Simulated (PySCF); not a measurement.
Species: C6H4F2N (doublet state).
Cartesian coordinates in Å at the GFN2-xTB level; atoms count from 1:
```
atom  x, y, z in Å
N1     2.4318   -0.4295   -0.2321
C2     1.1593   -0.1990   -0.1136
C3     0.6420    1.0685   -0.5321
C4    -0.6932    1.3353   -0.4177
F5    -1.1629    2.5318   -0.8153
C6    -1.6092    0.4153    0.0990
C7    -1.1512   -0.8286    0.5177
C8     0.1840   -1.1236    0.4151
F9     0.6290   -2.3255    0.8195
H10    2.7172   -1.3527    0.0879
H11    1.3332    1.7905   -0.9334
H12   -2.6518    0.6795    0.1658
H13   -1.8324   -1.5614    0.9215
```

The hyperfine couplings belong to this conformer and change with its torsions.

The species is `[NH]c1cc(F)ccc1F` [radical].

Computed with UKS B3LYP, pcH-1 on C F H N, non-relativistic, mean-field spin-orbit, GIAO in PySCF 2.14.0. Isolated species at its GFN2-xTB geometry (one conformer only). Couplings are sensitive to structure, and on GFN2-xTB geometries they can be far from those on DFT ones. No stability test was run, so a lower SCF solution isn't excluded. ⟨S²⟩ is 0.788 where a pure state has 0.75.

(1) Match the computed a_iso(19F) values +43.7, -19.6 MHz with the sites F5; F9.

(2) Match the computed a_iso(1H) values -37.2, -23.4, -17.6, +8.0 MHz with the sites H10; H11; H12; H13.

Results:

(1) 
```csv
site,a_iso (MHz),ρ(0) (bohr⁻³),position,distance from N1 (Å),bound to,spin population there,largest |T| (MHz)
F5,-19.6,-0.0046,2 bonds from C6,4.69,C4,-0.13,53.2
F9,+43.7,+0.0104,3 bonds from N1,2.82,C8,+0.29,154.6
```

(2) 
```csv
site,a_iso (MHz),ρ(0) (bohr⁻³),position,distance from N1 (Å),bound to,spin population there,largest |T| (MHz)
H10,-37.2,-0.0083,1 bond from N1,1.02,N1,+0.57,35.9
H11,-17.6,-0.0039,"3 bonds from N1, on C3 of spin population +0.27",2.57,C3,+0.27,9.6
H12,-23.4,-0.0052,1 bond from C6,5.22,C6,+0.35,14.1
H13,+8.0,+0.0018,"2 bonds from C6, on C7 of spin population -0.16",4.56,C7,-0.16,4.1
```

ρ(0) is the spin density at the nucleus and T the dipolar tensor. The Mulliken spin populations are largest on N1 (+0.57), C6 (+0.35), C8 (+0.29) and C3 (+0.27). Four atoms exceed +0.15. The positive populations add up to 1.51 and the negative ones to -0.51, together 2S = 1. Main spin sites, with 60 % or more of the largest population: N1, C6; positions count bonds from the nearest.

The SMILES `[NH]c1cc(F)ccc1F` draws the unpaired electron on N1, whose computed spin population is only +0.57.
